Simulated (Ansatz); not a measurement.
C₂F₈Sn, SMILES `F[C](F)(F)[Sn]([F])([F])[C](F)(F)F`: the same geometry under several functionals.

```yaml
crystal:
  periodic: [false, false, false]
  atoms:
    - {symbol: F, position_ang: [-2.206261, 0.121260, 1.278511]}
    - {symbol: C, position_ang: [-1.147062, 0.933676, 1.272805]}
    - {symbol: F, position_ang: [-1.585014, 2.188302, 1.255045]}
    - {symbol: F, position_ang: [-0.474696, 0.741581, 2.409670]}
    - {symbol: Sn, position_ang: [0.141521, 0.513428, -0.470088]}
    - {symbol: F, position_ang: [-0.851958, 0.942734, -2.030972]}
    - {symbol: F, position_ang: [1.573143, 1.761225, -0.435943]}
    - {symbol: C, position_ang: [1.015874, -1.491531, -0.770701]}
    - {symbol: F, position_ang: [0.054080, -2.411457, -0.872457]}
    - {symbol: F, position_ang: [1.794553, -1.822361, 0.261716]}
    - {symbol: F, position_ang: [1.751120, -1.533957, -1.876985]}
basis:
  gaussian: {orbitals: def2-TZVPP}
hamiltonian: {xc: pbe0, dispersion: d4}
output: {orbitals: {seedname: orbitals}}
```

```sh
$ ansatz run in.yaml --threads 4 --pin off --events-out ev --progress --plain --max-ram 66560MiB --backend cuda --devices 0, --max-vram 37GiB
```

It prints (some lines left out):

```
Functional definition: PBE0
2069 factors; their error is unknown
mean field evaluation 1: about -29622.1190 eV, gradient 7.3e1 eV
mean field evaluation 2: about -29604.3630 eV, gradient 1.3e2 eV
mean field evaluation 4: about -29629.3989 eV, gradient 4.8e0 eV
mean field evaluation 8: about -29629.5815 eV, gradient 5.2e-1 eV
mean field evaluation 16: about -29629.5817 eV, gradient 8.3e-5 eV
mean field -29629.58170913 eV, -1088.8670441588 hartree, gradient 8.3e-5 eV, S^2 0.000000; 0 other end points of the search recorded, 0 dependent functions left out
reference -29629.58174191 eV, -1088.8670453633 hartree; 53, 53 occupied and 307, 307 virtual orbitals, 2069 factors
Total energy: -29629.83054525 eV, -1088.8761887173 hartree
```

Hardware: 4 threads of an AMD EPYC 7R13 on a shared host and a share of an NVIDIA H100 80 GB. Wall time 15 s, peak host memory 0.87 GiB.

The same input with `hamiltonian: {xc: {name: B3LYP}, dispersion: d4}` and forces (abridged; 16 s):

```
Functional definition: B3LYP
mean field evaluation 16: about -29654.0250 eV, gradient 1.1e-3 eV
mean field -29654.02502141 eV, -1089.7653193168 hartree, gradient 6.7e-5 eV, S^2 0.000000
Total energy: -29654.49121747 eV, -1089.7824517060 hartree
Atom 0 force    -0.351551    -0.276733    -0.007093 eV/Å
Atom 1 force     0.115550    -0.027645    -0.162027 eV/Å
Atom 2 force    -0.144340     0.424525    -0.011653 eV/Å
Atom 3 force     0.234257    -0.067394     0.375860 eV/Å
Atom 4 force    -0.039492    -0.151767     0.138303 eV/Å
Atom 5 force    -0.192682     0.082335    -0.301815 eV/Å
Atom 6 force     0.276990     0.241257     0.007083 eV/Å
Atom 7 force    -0.073787     0.186204     0.017407 eV/Å
Atom 8 force    -0.330261    -0.301145    -0.032912 eV/Å
Atom 9 force     0.258751    -0.101763     0.350991 eV/Å
Atom 10 force     0.246565    -0.007874    -0.374144 eV/Å
Dipole moment:    -0.069194    -0.264980     0.241330 e Å
```

The same input with `hamiltonian: {xc: pbe, dispersion: d4}` and forces (abridged; 6 s):

```
Functional definition: PBE
mean field evaluation 16: about -29629.8484 eV, gradient 1.1e-3 eV
mean field -29629.84844293 eV, -1088.8768464452 hartree, gradient 1.6e-5 eV, S^2 0.000000
Total energy: -29630.13911240 eV, -1088.8875283512 hartree
Atom 0 force    -0.715959    -0.592771    -0.053464 eV/Å
Atom 1 force     0.219101    -0.054523    -0.305526 eV/Å
Atom 2 force    -0.281042     0.898121    -0.062157 eV/Å
Atom 3 force     0.523094    -0.149366     0.756391 eV/Å
Atom 4 force    -0.103088    -0.395310     0.360052 eV/Å
Atom 5 force    -0.393378     0.177245    -0.626798 eV/Å
Atom 6 force     0.570917     0.503037     0.007392 eV/Å
Atom 7 force    -0.141288     0.350976     0.035504 eV/Å
Atom 8 force    -0.716228    -0.592546    -0.064828 eV/Å
Atom 9 force     0.529498    -0.170852     0.746925 eV/Å
Atom 10 force     0.508373     0.025991    -0.793491 eV/Å
Dipole moment:    -0.071960    -0.275538     0.250927 e Å
```

The same input with `hamiltonian: {xc: lda}` (abridged; 12 s):

```
Functional definition: SPW92
mean field evaluation 16: about -29488.1009 eV, gradient 2.9e-4 eV
mean field -29488.10085190 eV, -1083.6677185547 hartree, gradient 8.4e-5 eV, S^2 0.000000
Total energy: -29488.10089531 eV, -1083.6677201501 hartree
```

Changing it to `hamiltonian: {xc: {name: BHLYP}, dispersion: d4}` (abridged; 15 s):

```
Functional definition: BHLYP
mean field evaluation 16: about -29641.0135 eV, gradient 1.6e-4 eV
mean field -29641.01350536 eV, -1089.2871549212 hartree, gradient 5.9e-5 eV, S^2 0.000000
Total energy: -29641.38846184 eV, -1089.3009343179 hartree
```

Changing it to `hamiltonian: {xc: {name: BLYP}, dispersion: d4}` (abridged; 12 s):

```
Functional definition: BLYP
mean field evaluation 16: about -29648.9852 eV, gradient 1.7e-3 eV
mean field -29648.98518649 eV, -1089.5801087994 hartree, gradient 8.0e-5 eV, S^2 0.000000
Total energy: -29649.60737474 eV, -1089.6029737958 hartree
```

B3LYP takes the VWN-RPA correlation (the form of Gaussian; ORCA's B3LYP/G).
